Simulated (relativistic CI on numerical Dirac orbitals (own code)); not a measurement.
# Calculated levels, Cs¹⁷⁺

Computed by Dirac-Coulomb-Breit CI, orbitals from a KLI potential per configuration, model QED, unscaled Slater integrals (own radial code, finite nucleus).

Configurations in the expansion (outside the closed core [Ar] 3d10): 4s²4p⁶4d², 4s²4p⁵4d³, 4s²4p⁶4d4f, 4s4p⁶4d³, 4s²4p⁵4d²4f, 4s²4p⁶4d5s, 4s4p⁶4d²4f, 4s²4p⁶4d5p, 4s²4p⁶4f5s, 4s²4p⁶4d5d, 4s²4p⁶5s5p, 4s²4p⁵4d²5s, 4s²4p⁶4d5f, 4s²4p⁶4d6s, 4s²4p⁵4d²5p, 4s²4p⁶4d5g, 4s²4p⁶4d6p, 4s²4p⁶4d6d, 4s4p⁶4d²5s, 4s²4p⁶4d7s, 4s²4p⁶4d6g, 4s²4p⁶4f², 4s²4p⁵4f³, 4s4p⁶4f³, 4p⁶4d⁴, 4p⁵4d⁵, 4p⁵4d⁴4f, 4s²4p⁶4f5p, 4s²4p⁵4f²5p, 4s4p⁶4f²5p, 4s²4p⁶5s², 4s²4p⁵4f5s², 4s4p⁶4f5s², 4s²4p⁶5p², 4s²4p⁵4f5p², 4s4p⁶4f5p², 4s4p⁶4d5s², 4s4p⁵4d4f5s², 4p⁶4d4f5s². Double excitations out of closed p, d and f shells are left out; levels of such configurations are missing from the list, as are those of other unlisted configurations, and high levels can miss mixing partners. These lack a partner that the ground configuration has and come out too high: 4s²4p⁵4d²5s, 4s4p⁶4d²5s, 4s²4p⁵4d²5p.

The lowest level is 4s²4p⁶4d² ³F2, with 88 % of that term; Hund's rules for 4s²4p⁶4d² give ³F with J = 2, in agreement.

| No. | Configuration | Term | J | E (eV) | % | Next component (%) | Lifetime (s) |
| --- | --- | --- | --- | --- | --- | --- | --- |
| 1 | 4s²4p⁶4d² | ³F | 2 | 0.0000 | 88 | 10 ¹D |  |
| 2 | 4s²4p⁶4d² | ³F | 3 | 2.5059 | 99 | 1 4s²4p⁵4d²4f ³F | 5.32e-03 |
| 3 | 4s²4p⁶4d² | ³P | 0 | 4.1201 | 92 | 7 ¹S | 1.44e+00 |
| 4 | 4s²4p⁶4d² | ³F | 4 | 4.4570 | 84 | 15 ¹G | 1.49e-02 |
| 5 | 4s²4p⁶4d² | ³P | 2 | 5.0391 | 46 | 44 ¹D | 5.43e-03 |
| 6 | 4s²4p⁶4d² | ³P | 1 | 5.5739 | 99 | 1 4s²4p⁵4d²4f ³P | 2.32e-02 |
| 7 | 4s²4p⁶4d² | ¹G | 4 | 7.9438 | 84 | 15 ³F | 2.90e-03 |
| 8 | 4s²4p⁶4d² | ³P | 2 | 8.4519 | 52 | 44 ¹D | 2.21e-03 |
| 9 | 4s²4p⁶4d² | ¹S | 0 | 15.8736 | 92 | 7 ³P | 4.34e-04 |
| 10 | 4p⁵4d³(4F) | ⁵F° | 2 | 84.9330 | 40 | 37 ⁵D° | 5.54e-09 |
| 11 | 4p⁵4d³(4F) | ⁵D° | 1 | 85.2204 | 58 | 27 ⁵F° | 2.56e-09 |
| 12 | 4p⁵4d³(4F) | ⁵F° | 3 | 85.6366 | 48 | 35 ⁵D° | 1.02e-08 |
| 13 | 4p⁵4d³(4F) | ⁵D° | 0 | 85.9025 | 94 | 5 ³P° | 4.91e-09 |
| 14 | 4p⁵4d³(4P) | ⁵S° | 2 | 86.5557 | 74 | 12 ⁵P° | 3.01e-08 |
| 15 | 4p⁵4d³(4F) | ⁵F° | 4 | 86.6701 | 49 | 28 ⁵D° | 3.54e-08 |
| 16 | 4p⁵4d³(4F) | ⁵F° | 5 | 88.2654 | 46 | 45 ⁵G° | 1.30e-08 |
| 17 | 4p⁵4d³(4F) | ⁵D° | 2 | 88.4722 | 35 | 34 ³F° | 2.00e-09 |
| 18 | 4p⁵4d³(4P) | ⁵D° | 3 | 88.4996 | 33 | 21 ³F° | 1.91e-09 |
| 19 | 4p⁵4d³(4F) | ⁵D° | 1 | 88.7439 | 33 | 32 ⁵F° | 4.90e-10 |
| 20 | 4p⁵4d³(4P) | ⁵D° | 4 | 88.8916 | 49 | 20 ⁵G° | 2.33e-09 |
| 21 | 4p⁵4d³(4F) | ⁵G° | 6 | 89.8646 | 77 | 20 ³H° | 1.33e-02 |
| 22 | 4p⁵4d³(2H) | ³G° | 3 | 90.1654 | 57 | 22 ³F° | 4.94e-10 |
| 23 | 4p⁵4d³(2H) | ³G° | 4 | 91.1567 | 53 | 17 ³F° | 3.03e-09 |
| 24 | 4p⁵4d³(2P) | ³P° | 2 | 91.3089 | 35 | 27 ³D° | 5.95e-10 |
| 25 | 4p⁵4d³(4F) | ⁵F° | 5 | 92.1861 | 36 | 34 ³G° | 2.58e-08 |
| 26 | 4p⁵4d³(2P) | ³D° | 3 | 92.2713 | 29 | 19 ³F° | 6.72e-10 |
| 27 | 4p⁵4d³(2G) | ³F° | 2 | 92.2885 | 27 | 24 ⁵F° | 3.79e-10 |
| 28 | 4p⁵4d³(2P) | ³P° | 1 | 92.4945 | 52 | 21 ³S° | 3.48e-10 |
| 29 | 4p⁵4d³(2G) | ¹G° | 4 | 92.8910 | 37 | 21 ⁵D° | 1.22e-09 |
| 30 | 4p⁵4d³(2D) | ³P° | 0 | 93.0574 | 62 | 28 ¹S° | 5.19e-09 |

Energies count from the lowest computed level; ° marks odd parity; lifetimes are radiative, by E1, M1, E2, M2, E3 decay to levels of this space only. Percentages are summed over parent terms; the parents shown are those of the largest component, closed shells are left out there.

The mean weight of the leading LS term, summed over parents, in these 30 levels is 59 %, and that of the leading jj configuration (from the same eigenvectors) 66 %.

At this charge energies of transitions that change n are usually good to better than 1 %, and those within a shell (Δn = 0) to a few per cent. Terms inside the open d or f shell come out 10 to 20 % too wide with unscaled integrals.

Landé's interval rule says that E(J) − E(J−1) = AJ with one A. For the ground term the intervals give A = 6737.1, 3934.1 cm⁻¹ for J = 3, 4; the multiplet is regular.

LS names give the leading component of a level, which can be under half, so a name can repeat, a term be missing and a line seem to break the LS rules.
